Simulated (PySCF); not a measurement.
Species: C7H4O2.
SMILES: `CC#Cc1cc(=O)c1=O`

Jobs on this species (13 atoms, 62 electrons) with PySCF (density fitting). Hardware of each: Intel Xeon Platinum 8488C, one thread (shared host). Other jobs ran on the host; a repeat could differ by tens of per cent or more. Peak memory is the resident size of the whole Python process, interpreter and libraries included.

| level and settings | work | basis functions | SCF cycles | wall time | peak memory |
| --- | --- | --- | --- | --- | --- |
| PBE0/def2-SVPD | 6 singlets by full TDDFT, 2 Tamm–Dancoff triplets, polarisability, density and orbital grids written | 218 | ? | ? | ? |
| PBE0/pcSseg-1 | shieldings, ring-centre shieldings, charges and field gradients, density and orbital grids written | 173 | ? | ? | ? |
| LC-wPBE/STO-3G, IEF-PCM chloroform | shieldings, ring-centre shieldings, charges and field gradients | 49 | ? | ? | ? |
| wB97X-D/6-31G | 3 singlets by full TDDFT, 2 Tamm–Dancoff triplets, polarisability | 89 | 15 | 8.6 s | 0.54 GiB |
| PBE0/Sadlej pVTZ, IEF-PCM acetonitrile, start guess sap | 3 singlets by full TDDFT, 5 Tamm–Dancoff triplets, polarisability | 252 | 15 | 55 s | 1.2 GiB |
| PBE0/ANO-RCC-VDZP, energy threshold 1e-06 Eh | shieldings, ring-centre shieldings | 146 | 9 | 31 s | 0.83 GiB |

Task: Fill in the missing figures.

Result: 
- PBE0/def2-SVPD; 6 singlets by full TDDFT, 2 Tamm–Dancoff triplets, polarisability, density and orbital grids written: 39 s, 0.92 GiB, 15 SCF cycles
- PBE0/pcSseg-1; shieldings, ring-centre shieldings, charges and field gradients, density and orbital grids written: 32 s, 0.76 GiB, 16 SCF cycles
- LC-wPBE/STO-3G, IEF-PCM chloroform; shieldings, ring-centre shieldings, charges and field gradients: 6.5 s, 0.47 GiB, 14 SCF cycles

Task: What do all jobs in the table cost together?

Result: About 2.9 min; the longest takes about 32 % of that, and about 8.5 times as long as the shortest.

wB97X-D is run here without its empirical dispersion term; that term would change no orbital, density or response property at a fixed geometry.
